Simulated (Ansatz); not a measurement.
Isolated molecules relaxed with PBE0-D4/def2-TZVP in Ansatz; ΔE leaves out vibrations. CCSD(T)/CBS adds triple-zeta CCSD(T) − MP2 to the extrapolated MP2 energy (def2 sets, frozen cores). This one scheme is used for every species. Functionals use def2-TZVPP.

`N#C[Si](Cl)(Cl)Cl` + CH₄ → `C[Si](Cl)(Cl)C#N` + HCl  (formal exchange of groups at the Si–Cl bond)

| species | B2PLYP energy (Eh) |
| --- | --- |
| `N#C[Si](Cl)(Cl)Cl` | -1762.61764 |
| CH₄ | -40.48716 |
| `C[Si](Cl)(Cl)C#N` | -1342.38724 |
| HCl | -460.68739 |

Problem. Work out ΔE.

Solution. ΔE = (-1342.38724) + (-460.68739) − (-1762.61764) − (-40.48716) = 0.03017 Eh = +79.2 kJ/mol. CCSD(T)/CBS gives +76.2 kJ/mol.

Largest T1 diagnostic among the species: 0.011.

Leaving LDA and LC-ωPBE aside and taking each functional with its dispersion term where it has one, the values, not all of them listed here, spread over 7.4 kJ/mol, from ωB97X-V to B97M-V. LDA lies −4.9 kJ/mol from PBE without D4.
